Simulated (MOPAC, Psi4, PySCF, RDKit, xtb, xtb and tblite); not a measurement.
Two geometries of SMILES COC(=O)c1cccc([SiH3])c1 (C8H10O2Si), relaxed at GFN2-xTB with one dihedral held; other torsions can differ between them too.

Structure A

```
21

C     -2.3014    -0.0067    -1.5153
O     -2.8904    -0.2822    -0.2593
C     -2.8051     0.6881     0.7037
O     -3.7995     1.1673     1.1753
C     -1.4335     1.0685     1.1252
C     -1.2153     2.3428     1.6444
C      0.0493     2.6987     2.0728
C      1.0883     1.7858     1.9971
C      0.8912     0.4989     1.5022
Si     2.3029    -0.7574     1.4554
C     -0.3830     0.1571     1.0671
H     -1.3099     0.4450    -1.4150
H     -2.2202    -0.9611    -2.0331
H     -2.9470     0.6650    -2.0893
H     -2.0425     3.0344     1.6973
H      0.2265     3.6879     2.4687
H      2.0739     2.0751     2.3335
H      2.0421    -1.7085     0.3737
H      2.3638    -1.4532     2.7422
H      3.5535    -0.0372     1.2098
H     -0.5722    -0.8403     0.6951
```

Structure B

```
21

C      3.3865     0.7028    -1.3468
O      3.0065    -0.2571    -0.3809
C      2.2591     0.1027     0.6795
O      1.9440    -0.7230     1.4915
C      1.8550     1.5416     0.7791
C      2.7411     2.4872     1.2831
C      2.3346     3.8039     1.4070
C      1.0558     4.1745     1.0291
C      0.1508     3.2431     0.5302
Si    -1.6099     3.7229     0.0378
C      0.5706     1.9219     0.4157
H      4.1188     1.4047    -0.9406
H      2.5242     1.2611    -1.7197
H      3.8381     0.1379    -2.1604
H      3.7337     2.1891     1.5894
H      3.0180     4.5414     1.8019
H      0.7515     5.2065     1.1292
H     -1.8438     3.2774    -1.3386
H     -2.5549     3.0695     0.9436
H     -1.7331     5.1785     0.1240
H     -0.1118     1.1730     0.0385
```

**Question.** Which is lower in energy at the level PBE0-D3(BJ)/def2-SVP // GFN2-xTB run with Psi4, and by how much?

**Answer.** A is lower, by 2.97 kJ/mol (dihedral C1–O2–C3–O4: 120° in A, 180° in B).

E(B) − E(A) in kJ/mol at the other levels, on the same two geometries: GFN2-xTB (xtb and tblite) -15.55; MMFF94 // GFN2-xTB (RDKit) -0.30; PBE0/def2-SVP // GFN2-xTB (Psi4) 3.67; PBE/def2-SVP // GFN2-xTB (Psi4) 1.29; PBE-D3(BJ)/def2-SVP // GFN2-xTB (Psi4) 0.59; UFF // GFN2-xTB (RDKit) 2.12; PM3, restricted, heats of formation // GFN2-xTB (MOPAC) -11.76; PM6, restricted, heats of formation // GFN2-xTB (MOPAC) -12.64; GFN1-xTB // GFN2-xTB (xtb) -8.23; restricted B3LYP/6-31G*, spherical d, density fitting // GFN2-xTB (PySCF) 5.12; restricted Hartree-Fock/3-21G, density fitting // GFN2-xTB (PySCF) 26.50; restricted B3LYP/3-21G, density fitting // GFN2-xTB (PySCF) 19.54; restricted Hartree-Fock/6-31G*, spherical d, density fitting // GFN2-xTB (PySCF) 9.95.
